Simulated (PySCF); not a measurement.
## Two-component Hartree-Fock for Pb⁺ (lead, charge +1)

Start: [Xe] 4f14 5d10 6s2 6p1; 6p3/2 filled at m_j = +3/2. Calculated with PySCF 2.14 in x2c-TZVPall-2c (11s11p9d3f, 110 functions): generalised Hartree-Fock with the X2C-1e Hamiltonian and a Gaussian nucleus; one run each with spin-orbit coupling (SO) screened by Boettger's factors, then bare. This is a chosen level, not necessarily the ground level.

```
spinor shell  electrons  ε, screened SO (eV)  ε, bare SO (eV)  weight of nominal j (bare SO)  rms radius, bare SO (bohr)
       1s1/2          2             -88478.9         -88476.5                          1.000                      0.0181
       2s1/2          2             -15986.6         -15985.8                          1.000                      0.0730
       2p1/2          2             -15328.8         -15378.1                          1.000                      0.0615
       3s1/2          2              -3915.9          -3915.7                          1.000                       0.186
       3p1/2          2              -3619.9          -3630.8                          1.000                       0.178
       3p3/2          4              -3123.4          -3120.1                          1.000                       0.195
       3d3/2          4              -2642.3          -2651.4                          1.000                       0.170
       3d5/2          6              -2537.1          -2531.4                          1.000                       0.175
       4s1/2          2              -931.95          -931.87                          1.000                       0.408
       4p1/2          2              -802.68          -805.40                          1.000                       0.411
       4p3/2          4              -679.47          -678.62                          1.000                       0.446
       4d3/2          4              -468.74          -470.77                          1.000                       0.454
       4d5/2          6              -445.09          -443.80                          1.000                       0.467
       5s1/2          2              -175.09          -175.09                          1.000                       0.915
       4f5/2          6              -169.53          -170.98                          1.000                       0.493
       4f7/2          8              -164.56          -163.42                          1.000                       0.496
       5p1/2          2              -128.70          -129.24                          1.000                       0.983
       5p3/2          4              -105.76          -105.61                          1.000                        1.08
       5d3/2          4              -39.064          -39.333                          0.999                        1.35
       5d5/2          6              -36.204          -36.053                          1.000                        1.41
       6s1/2          2              -22.519          -22.524                          1.000                        2.46
       6p3/2          1              -12.873          -12.865                          1.000                        3.38
```

(1) Where does 2p3/2 lie, and what is the 2p spin-orbit splitting (bare SO)?

```json
{"quantity": "E (hartree)", "screened SO": "-20903.21436", "bare SO": "-20905.47554"}
{"quantity": "M_J", "screened SO": "3/2", "bare SO": "3/2"}
{"quantity": "⟨J²⟩", "screened SO": "3.758", "bare SO": "3.758"}
{"quantity": "⟨L²⟩", "screened SO": "2.202", "bare SO": "2.219"}
{"quantity": "⟨S²⟩", "screened SO": "0.950", "bare SO": "0.967"}
```

Each row is a mean over spinors that exchange with the open shell spreads, by up to 1.664 eV (6s1/2).

Breit and QED terms are absent; they matter most for the inner s and p1/2 levels.

Densities and radii are taken from the X2C orbitals without a picture-change correction, which distorts them close to the nucleus.

Answers

(1) At -13119.7 eV, 2258.4 eV above 2p1/2.
